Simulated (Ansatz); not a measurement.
System: SiH4S, charge 0, singlet. SiH4S (sulfanylsilane, SMILES [SiH3]S).
B3LYP-D3(BJ)/def2-TZVP minimum from Ansatz (a quantum-chemistry and plane-wave program):
```xyz
6

Si    -0.9631    -0.3731     0.0805
S      1.0062     0.4702    -0.0993
H     -1.1814    -0.9649     1.4193
H     -1.8815     0.7659    -0.1253
H     -1.2059    -1.4118    -0.9454
H      1.6539    -0.6887     0.1130
```

Hartree-Fock and CCSD(T) correlation energies in hartree (Ansatz). Open shells are spin-unrestricted; no spin-orbit coupling. Cores are frozen in correlated methods. No relativity.

```tsv
basis	X	E(HF)	E(corr, CCSD(T))
cc-pV(T+d)Z	3	-688.85116	-0.36585
cc-pV(Q+d)Z	4	-688.85856	-0.38944
cc-pV(5+d)Z	5	-688.85992	withheld
```

**Question.** Fit E(corr) = E∞ + A/X³ to X = 3 and 4, predict X = 5, and compare with the run.

**Answer.** A = (-0.36585 - (-0.38944))/(1/27 - 1/64) = 1.1017; E∞ = -0.38944 - A/64 = -0.40665; at X = 5, E∞ + A/125 = -0.39784. The run gave -0.39696, 0.88 mEh above the prediction. The same form on X = 4 and 5 gives E∞ = -0.40485, 1.80 mEh above the first estimate.
